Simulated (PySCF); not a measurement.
H10Si5, charge -1, doublet, at a GFN2-xTB geometry (a state made from the parent by changing its charge; the spin is typed, not shown lowest) (in this run its highest filled SCF level lies above zero, so its values depend strongly on the basis, on diffuse functions most of all). Base run: DF-CAMB3LYP/STO-3G in PySCF.

The PySCF input:
```python
from pyscf import gto, scf, dft

mol = gto.Mole()
mol.atom = '''
    Si    0.957547    1.343391    1.098534
    Si    1.799188   -0.675108    0.376200
    Si    0.233394   -1.651773   -0.995280
    Si   -1.655614   -0.340993   -0.988454
    Si   -1.339651    1.360828    0.530901
    H     0.883500    1.299259    2.608486
    H     2.154315    2.288434    1.111517
    H     2.321527   -1.685433    1.337023
    H     3.054696   -0.460601   -0.390620
    H    -0.054016   -3.054627   -0.613039
    H     0.752092   -1.885786   -2.363821
    H    -2.824292   -1.170009   -0.591909
    H    -2.074728   -0.061212   -2.389469
    H    -1.444630    2.671965   -0.215614
    H    -2.696567    1.549182    1.200849
'''
mol.basis = 'sto-3g'
mol.charge = -1
mol.spin = 1
mol.verbose = 3
mol.build()

mf = dft.UKS(mol)
mf.xc = 'camb3lyp'
mf = mf.density_fit(auxbasis='def2-universal-jkfit')
mf.kernel()
mf.analyze()
```

The base run was repeated with changes; each row names its change, and settings that it needs were set with it.

```json
[
 {"change": "base", "basis functions": "55", "E (Eh)": "-1436.43299", "HOMO (eV)": "5.57", "core-seconds (rough)": "10"},
 {"change": "basis = LANL2DZ", "basis functions": "60", "E (Eh)": "-25.28170", "HOMO (eV)": "0.31", "core-seconds (rough)": "9"},
 {"change": "basis = 3-21G", "basis functions": "85", "E (Eh)": "-1445.71607", "HOMO (eV)": "0.25", "core-seconds (rough)": "20"},
 {"change": "basis = 6-31G", "basis functions": "85", "E (Eh)": "-1453.22557", "HOMO (eV)": "0.24", "core-seconds (rough)": "20"},
 {"change": "basis = 6-31G*", "basis functions": "110", "E (Eh)": "-1453.36187", "HOMO (eV)": "-0.04", "core-seconds (rough)": "20"},
 {"change": "basis = 6-31+G*", "basis functions": "130", "E (Eh)": "-1453.37466", "HOMO (eV)": "-0.30", "core-seconds (rough)": "30"},
 {"change": "basis = 6-31G**", "basis functions": "140", "E (Eh)": "-1453.37193", "HOMO (eV)": "-0.02", "core-seconds (rough)": "30"},
 {"change": "basis = def2-SVP", "basis functions": "140", "E (Eh)": "-1453.00103", "HOMO (eV)": "-0.22", "core-seconds (rough)": "30"},
 {"change": "basis = cc-pVDZ", "basis functions": "140", "E (Eh)": "-1453.44490", "HOMO (eV)": "-0.18", "core-seconds (rough)": "30"},
 {"change": "basis = def2-SVPD", "basis functions": "200", "E (Eh)": "-1453.01854", "HOMO (eV)": "-0.45", "core-seconds (rough)": "40"},
 {"change": "basis = aug-cc-pVDZ", "basis functions": "225", "E (Eh)": "-1453.46031", "HOMO (eV)": "-0.47", "core-seconds (rough)": "50"},
 {"change": "basis = 6-311+G(2d,p)", "basis functions": "235", "E (Eh)": "-1453.52266", "HOMO (eV)": "-0.52", "core-seconds (rough)": "50"},
 {"change": "basis = def2-TZVP", "basis functions": "245", "E (Eh)": "-1453.52263", "HOMO (eV)": "-0.51", "core-seconds (rough)": "50"}
]
```

Totals compare only among sets that treat the same electrons; sets with core potentials leave the core out.

Open shells are given as the SCF converged; they aren't shown to be the lowest states, and a large step between rows can be another state.
